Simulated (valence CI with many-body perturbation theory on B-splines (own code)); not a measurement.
# As XXVIII: what the settings do

Computed by valence CI with perturbative core correlation (CI+MBPT): four valence electrons over a frozen Dirac-Fock core [He], radial functions for each j: 6 s, 6 p, 5 d, 3 f, 1 g, with the one-electron correlation potential Σ1 (screened to all orders), the two-electron term Σ2, the three-electron term Σ3, Breit, model QED; selected single and double excitations, second order for the rest, scaled by the run's own slope (own B-spline code, finite nucleus).

The last digits are not significant, and no measured levels were compared; by estimate large intervals hold to a few tenths of a per cent, small ones and those within an open d or f shell to about a per cent.

The reference run has the lowest level (2s^2 2p1/2^2) J=0 and an ionisation energy of 2942.37 eV. Its largest variational space holds 11528 state functions.

Levels are named by their leading jj configuration (3d3/2^4 stands for four electrons in 3d with j = 3/2), which in mixed levels can hold well under half, so a name can repeat and another be missing. Letters in brackets count levels of one name in rising energy.

Reference levels: (2s^2 2p1/2 2p3/2) J=1 256932, (2s^2 2p1/2 2p3/2) J=2 328754, (2s^2 2p3/2^2) J=2 641405, (2s^2 2p3/2^2) J=0 814237, (2s 2p1/2^2 2p3/2) J=2 915782, (2s 2p1/2^2 2p3/2) J=1 1256780, (2s 2p1/2 2p3/2^2) J=2 [a] 1308480, (2s 2p1/2 2p3/2^2) J=3 1402680, (2s 2p1/2 2p3/2^2) J=0 1554890, (2s 2p1/2 2p3/2^2) J=1 [a] 1587080, (2s 2p1/2 2p3/2^2) J=2 [b] 1639030, (2s 2p1/2 2p3/2^2) J=1 [b] 1749700 cm⁻¹.

Task: Rank these changes by the mean size of the shift of these levels, smallest first.
A. shift of the energy in Σ1 (hartree) 0 → -16.017
B. size limit of the variational space 10000 → 300; second order for the rest on → off
C. factor on the speed of light 1 → 100; QED terms on → off

Result: A (13 cm⁻¹), B (3600 cm⁻¹), C (530000 cm⁻¹).
